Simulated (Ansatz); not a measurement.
One geometry of the cluster Sn2Pt⁻, several levels of theory.

```yaml
crystal:
  periodic: [false, false, false]
  atoms:
    - {symbol: Pt, position_ang: [1.046320, -0.783710, 0.431350]}
    - {symbol: Sn, position_ang: [-0.810971, -0.577132, -1.278049]}
    - {symbol: Sn, position_ang: [-0.235349, 1.360832, 0.846699]}
basis:
  gaussian: {orbitals: def2-TZVPD, initial_orbitals: start.molden}
total_charge: -1
magnetization: {spin_polarized: true, initial_magnetization: 1}
hamiltonian: {xc: pbe, dispersion: d4}
scf: {omitted_lower_state_checks: [starts]}
output: {orbitals: {seedname: orbitals}}
```

The file start.molden holds the orbitals of an earlier run on this structure, at another level or in another basis.

```sh
$ ansatz run in.yaml --threads 4 --pin off --events-out ev --progress --plain --max-ram 3916MiB
```

Output, abridged:

```
Functional definition: PBE
1185 factors; their error is unknown
mean field evaluation 1: about -14915.7053 eV, gradient 5.0e0 eV
mean field evaluation 2: about -14915.8205 eV, gradient 1.7e-1 eV
mean field evaluation 4: about -14915.8202 eV, gradient 1.1e-3 eV
mean field evaluation 8: about -14915.8202 eV, gradient 1.4e-5 eV
mean field -14915.82021362 eV, -548.1462825446 hartree, gradient 6.9e-6 eV, S^2 0.752555; 0 other end points of the search recorded, 0 dependent functions left out
reference -14915.82025135 eV, -548.1462839308 hartree; 32, 31 occupied and 123, 124 virtual orbitals, 1185 factors
Total energy: -14915.99231112 eV, -548.1526070111 hartree
Checks for a lower state left out: starts
```

Run time 7 s (4 threads of Arm Neoverse V1 on a shared host).

As the first input, with `hamiltonian: {xc: pbe0, dispersion: d4}` (abridged; 12 s):

```
Functional definition: PBE0
mean field -14914.24389608 eV, -548.0883539434 hartree, gradient 2.4e-6 eV, S^2 0.755393
Total energy: -14914.39011079 eV, -548.0937272347 hartree
Checks for a lower state left out: starts
```

First input, but with `hamiltonian: {xc: r2scan, dispersion: d4}` (abridged; 18 s):

```
Functional definition: r2SCAN
mean field -14920.15915527 eV, -548.3057357090 hartree, gradient 9.5e-6 eV, S^2 0.761344
Total energy: -14920.18679417 eV, -548.3067514200 hartree
Checks for a lower state left out: starts
```

Geometry: r2SCAN-D4/def2-TZVP, that of the neutral singlet.

In the def2 sets Pt, Sn take a core potential; there is no spin–orbit coupling. At PBE-D4/def2-TZVPD, r2SCAN-D4/def2-TZVPD the highest occupied level of the charge -1 doublet lies above zero (up to 0.53 eV). It is a level of β spin, whose loss leaves a triplet; that state wasn't run at this geometry and level. The electron is either unbound and held by the finite basis, or the level is raised by self-interaction error. The structure comes from a short search, and lower isomers may exist.
